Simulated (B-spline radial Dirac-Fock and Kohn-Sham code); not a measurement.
## X-ray emission lines of Fe⁴⁺

System: iron as Fe⁴⁺, configuration 1s2 2s2 2p6 3s2 3p6 3d4, inside a Watson sphere of charge -4 and radius 2 Å (a model of the Madelung potential; inside it an electron's potential energy is raised by 28.8 eV).

These are calculated numbers from a radial B-spline solver; the model is Dirac-Fock energy differences between relaxed states, corrected for Breit and QED terms. A line energy is the difference of two single-hole energies; the list is a selection of electric-dipole transitions between resolved j subshells. Correlation energy is missing from these numbers.

```
 line  energy (keV)  wavelength (Å)
 K-M3        7.0614          1.7558
 K-M2        7.0597          1.7562
 K-L3        6.4007          1.9371
 K-L2        6.3885          1.9407
L1-M3        0.8004          15.490
L1-M2        0.7988          15.521
L2-M1        0.6310          19.649
L3-M1        0.6188          20.035
```
